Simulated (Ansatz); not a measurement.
Total energies of CdF₂⁺ from Ansatz at PBE0-D4/def2-TZVP, gas phase (1 Eh = 27.2114 eV = 2625.5 kJ/mol). The reference geometry is relaxed at PBE-D4/def2-TZVP.

```
atom    x (Å)    y (Å)    z (Å)
 Cd1  -0.0006  -0.0004   0.0005
  F2  -1.4529   0.7367  -1.1421
  F3   1.4535  -0.7363   1.1416
```

```json
{"state": "charge 1 doublet", "geometry": "reference", "energy (Eh)": "-366.90804"}
{"state": "charge 0 singlet", "geometry": "reference", "energy (Eh)": "-367.36693"}
{"state": "charge 1 quartet", "geometry": "relaxed at PBE-D4/def2-TZVP", "energy (Eh)": "-366.81377"}
```

In the def2 sets Cd takes a core potential; there is no spin–orbit coupling.

Question: Work out the vertical electron affinity, to the singlet.

Answer: E(charge 1 doublet) − E(charge 0 singlet) = -366.90804 − (-367.36693) = 0.45889 Eh = 12.49 eV.

Question: Which of the charge 1 states is lowest, and how far above it are the others?

Answer: The doublet. quartet: -366.81377 − (-366.90804) = 0.09427 Eh = 247.5 kJ/mol. The quartet has fallen apart, so its energy is that of loose fragments and no spin gap. The quartet differs in its bonds from the reference.

The structure comes from a short search, and lower isomers may exist.
